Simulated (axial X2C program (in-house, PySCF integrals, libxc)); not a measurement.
Potential curves of SeF, two-component

Computed with an in-house all-electron X2C program for linear molecules (integrals from PySCF). Two-component (2c) means X2C with spin–orbit coupling and atomic mean-field two-electron Coulomb and Gaunt terms. Basis: Se dyall-cv3z [8s9p6d4f1g], F dyall-av3z [7s6p3d2f] (cores contracted in-house); Gaussian nuclei, density fitting, unrestricted open shells. Masses: Se 79.917 u, F 18.998 u.

State: Ω = 3/2 (⟨Sz⟩ = 0.50, ⟨Lz⟩ = 1.00 at PW91). Energies in eV from the fragments at the same level (Se + F). Fits are polynomials in 1 − R0/R over 0.85 to 1.23 times the lowest point R0.

```json
{"R (Å)": "1.5155", "PW91": "-2.7006", "PBE0": "-2.3746"}
{"R (Å)": "1.5852", "PW91": "-3.3878", "PBE0": "-3.0016"}
{"R (Å)": "1.6375", "PW91": "-3.6987", "PBE0": "-3.2685"}
{"R (Å)": "1.6897", "PW91": "-3.8784", "PBE0": "-3.4056"}
{"R (Å)": "1.7420", "PW91": "-3.9579", "PBE0": "-3.4440"}
{"R (Å)": "1.8030", "PW91": "-3.9550", "PBE0": "-3.3950"}
{"R (Å)": "1.8639", "PW91": "-3.8764", "PBE0": "-3.2728"}
{"R (Å)": "1.9423", "PW91": "-3.6985", "PBE0": "-3.0421"}
{"R (Å)": "2.0381", "PW91": "-3.4085", "PBE0": "-2.6927"}
{"R (Å)": "2.1775", "PW91": "-2.9233", "PBE0": "-2.1311"}
```

The state is one determinant whose occupation by symmetry is held fixed; it was picked as the lowest of a PBE0 search that is not exhaustive. Dissociation energies refer to the lowest single-determinant-based atoms at the same level and basis. Density functionals use the spin component along the axis (collinear). A 2c atom that is not at its ground J level misses part of its spin–orbit lowering, and De is too large by that part (0.04 eV or less for light atoms). This holds for PW91, PBE0. The functionals have no current-density term, which raises determinants with orbital currents, atoms included.

Task: Fit the PW91 curve near its minimum: give the equilibrium distance, the harmonic wavenumber and the well depth.

Result: At PW91, 2c: Re = 1.770 Å, ωe ≈ 654 cm⁻¹, De = 3.97 eV to Se + F; Be follows as 0.351 cm⁻¹.

Task: Fit the PBE0 curve near its minimum: give the equilibrium distance, the harmonic wavenumber and the well depth.

Result: At PBE0, 2c: Re = 1.740 Å, ωe ≈ 700 cm⁻¹, De = 3.44 eV to Se + F; Be follows as 0.363 cm⁻¹.
